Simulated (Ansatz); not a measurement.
Reaction R1 + 2 R2 + 2 R3 → 4 P1 + P2, each structure at its B3LYP-D3(BJ)/def2-TZVP stationary point, reached from a drawn start (curvature not checked).
P1: H2 (SMILES [H][H]), charge 0, multiplicity 1.
R1, H2O (SMILES O) (charge 0, multiplicity 1):
```xyz
3

O      0.0000     0.0000     0.3896
H      0.0000     0.7650    -0.1949
H      0.0000    -0.7650    -0.1949
```
R2, HF (SMILES F) (charge 0, multiplicity 1):
```xyz
2

F      0.00000     0.00000     0.46223
H      0.00000     0.00000    -0.46223
```
R3, SiH4 (SMILES [SiH4]) (charge 0, multiplicity 1):
```xyz
5

Si     0.0000     0.0000     0.0000
H      0.8547     0.8547     0.8547
H     -0.8547    -0.8547     0.8547
H     -0.8547     0.8547    -0.8547
H      0.8547    -0.8547    -0.8547
```
P2, F2H4OSi2 (SMILES F[SiH](F)O[SiH3]) (charge 0, multiplicity 1):
```xyz
9

Si     1.5578    -0.1688    -0.0108
O     -0.0155    -0.3257    -0.2693
Si    -1.5978     0.0870    -0.0579
F      2.0437     1.2713    -0.4708
F      1.8684    -0.2772     1.5431
H      2.3154    -1.1880    -0.7284
H     -2.3774    -0.5616    -1.1309
H     -2.0525    -0.3930     1.2638
H     -1.7420     1.5560    -0.1388
```

P less R. No zero-point or thermal terms. One arrangement of each flexible species, with no search for the lowest.

Cores are frozen in the correlated methods.

The values were computed with Ansatz (an electronic-structure program) with Gaussian orbitals. All values are computed, each at the level named.

Total energies in hartree:

```json
[
 {"structure": "P1", "PBE/def2-TZVPP": "-1.166122", "PBE0/def2-TZVPP": "-1.168485", "CCSD(T)/cc-pV(T+d)Z": "-1.172336"},
 {"structure": "R1", "PBE/def2-TZVPP": "-76.380147", "PBE0/def2-TZVPP": "-76.380766", "CCSD(T)/cc-pV(T+d)Z": "-76.332115"},
 {"structure": "R2", "PBE/def2-TZVPP": "-100.393473", "PBE0/def2-TZVPP": "-100.394002", "CCSD(T)/cc-pV(T+d)Z": "-100.338298"},
 {"structure": "R3", "PBE/def2-TZVPP": "-291.721620", "PBE0/def2-TZVPP": "-291.756591", "CCSD(T)/cc-pV(T+d)Z": "-291.440117"},
 {"structure": "P2", "PBE/def2-TZVPP": "-856.091657", "PBE0/def2-TZVPP": "-856.154769", "CCSD(T)/cc-pV(T+d)Z": "-855.363057"}
]
```

Q: Work out the reaction energy at each level in kcal/mol (1 hartree = 627.50947 kcal/mol), and say how far PBE/def2-TZVPP lies from CCSD(T)/cc-pV(T+d)Z.

A: 
- PBE/def2-TZVPP: 4 × (-1.166122) + (-856.091657) − (-76.380147) − 2 × (-100.393473) − 2 × (-291.721620) = -0.145812 hartree = -91.50 kcal/mol
- PBE0/def2-TZVPP: 4 × (-1.168485) + (-856.154769) − (-76.380766) − 2 × (-100.394002) − 2 × (-291.756591) = -0.146757 hartree = -92.09 kcal/mol
- CCSD(T)/cc-pV(T+d)Z: 4 × (-1.172336) + (-855.363057) − (-76.332115) − 2 × (-100.338298) − 2 × (-291.440117) = -0.163456 hartree = -102.57 kcal/mol
PBE/def2-TZVPP less CCSD(T)/cc-pV(T+d)Z: 11.07 kcal/mol. CCSD(T)/cc-pV(T+d)Z is the level counted from, the highest shown, and no exact or measured value.
